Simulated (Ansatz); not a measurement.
# Which is lower?

The two ends of one reaction step of Si₂H₇ClO₃F₂, singlet (PBE0-D4/def2-TZVP).

A:

```json
{"atom": "Si1", "x (Å)": "-1.2815", "y (Å)": "0.0714", "z (Å)": "0.7378"}
{"atom": "O2", "x (Å)": "0.1520", "y (Å)": "-0.0108", "z (Å)": "-0.3152"}
{"atom": "Si3", "x (Å)": "0.7012", "y (Å)": "1.0375", "z (Å)": "-1.5731"}
{"atom": "F4", "x (Å)": "-0.7594", "y (Å)": "-1.3494", "z (Å)": "1.3941"}
{"atom": "F5", "x (Å)": "-2.5959", "y (Å)": "-0.5702", "z (Å)": "0.1163"}
{"atom": "Cl6", "x (Å)": "-1.6856", "y (Å)": "1.9808", "z (Å)": "-0.3819"}
{"atom": "H7", "x (Å)": "2.3192", "y (Å)": "-2.1060", "z (Å)": "0.5761"}
{"atom": "O8", "x (Å)": "-1.2263", "y (Å)": "0.8524", "z (Å)": "2.1660"}
{"atom": "H9", "x (Å)": "0.7431", "y (Å)": "-0.8349", "z (Å)": "-0.1531"}
{"atom": "O10", "x (Å)": "1.4437", "y (Å)": "-2.1300", "z (Å)": "0.1813"}
{"atom": "H11", "x (Å)": "1.1272", "y (Å)": "2.3468", "z (Å)": "-1.0536"}
{"atom": "H12", "x (Å)": "1.9197", "y (Å)": "0.2654", "z (Å)": "-1.9456"}
{"atom": "H13", "x (Å)": "-0.2146", "y (Å)": "1.0566", "z (Å)": "-2.7235"}
{"atom": "H14", "x (Å)": "-1.4642", "y (Å)": "1.7796", "z (Å)": "2.0976"}
{"atom": "H15", "x (Å)": "0.8211", "y (Å)": "-2.3893", "z (Å)": "0.8771"}
```

B:

Si1  (-1.322, 0.314, 0.327)
O2  (0.128, 0.228, -0.458)
Si3  (0.476, 0.770, -1.992)
F4  (-2.031, -1.080, 0.612)
F5  (-2.218, 0.718, -0.963)
Cl6  (-1.791, 2.024, 1.395)
H7  (0.465, -0.789, 1.793)
O8  (-0.294, -0.173, 1.988)
H9  (1.450, -1.192, 0.196)
O10  (1.665, -1.614, 1.041)
H11  (0.163, 2.212, -2.123)
H12  (1.938, 0.554, -2.145)
H13  (-0.244, -0.022, -3.016)
H14  (0.043, 0.610, 2.434)
H15  (1.571, -2.561, 0.911)
(Å)

Program: Ansatz 0.2.0. Basis: def2-TZVPP. Cores are frozen in the correlated methods. B3LYP uses VWN-RPA correlation.

**Question.** Which structure is lower at CCSD(T), and by how much? (An estimate is asked for; the value comes from the calculation.)

**Answer.** By the calculation: B, by 7.98 kcal/mol (electronic energy, against the other). By their contacts, A is a complex of Si₂H₅ClO₂F₂ ([OH][Si]([F])([F])([Cl])[OH][SiH3]) + H₂O and B is a complex of Si₂H₅ClO₂F₂ ([OH2][Si]([F])([F])([Cl])[O][SiH3]) + H₂O.

All methods give the same order:

```csv
method,E(B) − E(A) (kcal/mol)
SPW92,-2.65
PBE-D4,-5.97
BLYP-D4,-7.31
r2SCAN-D4,-6.69
B97M-V,-8.34
PBE0-D4,-6.41
B3LYP-D4,-7.49
r2SCAN0-D4,-6.79
BHLYP-D4,-7.96
CAM-B3LYP-D4,-7.46
wB97X-V,-7.60
wB97M-V,-7.12
B2PLYP,-7.93
PBE-QIDH,-6.92
RPA on PBE,-8.51
HF,-11.24
MP2,-7.44
CCSD,-8.47
CCSD(T),-7.98
```

T1 diagnostic: at most 0.011.

Labels in which every atom is bracketed show which atoms are joined, not bond orders.

For scale, one of the runs: CCSD(T)/def2-TZVPP, 379 basis functions, launched by `ansatz run in.yaml --threads 4 --pin off --events-out ev --progress --plain --max-ram 66560MiB --backend cuda --devices 0, --max-vram 37GiB`. The run took 19 s on 4 CPU threads of an AMD EPYC 7R13 and a share of one NVIDIA H100 (shared host), with 0.92 GiB of host memory at its peak.
